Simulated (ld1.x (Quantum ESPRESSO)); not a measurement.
An all-electron radial function and its pseudo partner (helium (He))

Columns: radius, all-electron u(r) and pseudo u(r) of the 1s shell (level -15.50 eV) of helium in the configuration 1s2; PBEsol, scalar-relativistic, TM scheme, ld1.x (Quantum ESPRESSO) 7.5.

```csv
r (bohr),all-electron,pseudo
0.035,0.1552,0.1276
0.070,0.2895,0.2519
0.105,0.4051,0.3698
0.140,0.5041,0.4782
0.175,0.5885,0.5747
0.210,0.6597,0.6577
0.245,0.7195,0.7264
0.280,0.7692,0.7811
0.315,0.8099,0.8231
0.350,0.8427,0.8543
0.385,0.8686,0.8771
0.420,0.8884,0.8935
0.455,0.9028,0.9052
0.490,0.9126,0.9134
0.525,0.9183,0.9185
0.560,0.9204,0.9204
0.595,0.9194,0.9194
0.630,0.9157,0.9157
0.665,0.9097,0.9097
0.700,0.9016,0.9016
0.735,0.8918,0.8918
0.770,0.8804,0.8804
0.805,0.8679,0.8679
0.840,0.8542,0.8542
0.875,0.8396,0.8396
0.910,0.8243,0.8243
```

(1) How many radial nodes do the two functions have?

(2) At about which radius was the pseudo-wave matched?

(3) Is the pseudo-wave norm-conserving?

Answers

(1) The all-electron 1s function has n − l − 1 = 0; the pseudo-wave has 0.

(2) 0.60 bohr. The columns agree to 0.0005 from 0.53 bohr on; several derivatives are matched, so the curves merge somewhat inside the radius.

(3) Yes: the TM scheme keeps the norm inside the radius equal to the all-electron one, which fixes the energy derivative of the logarithmic derivative at the level.
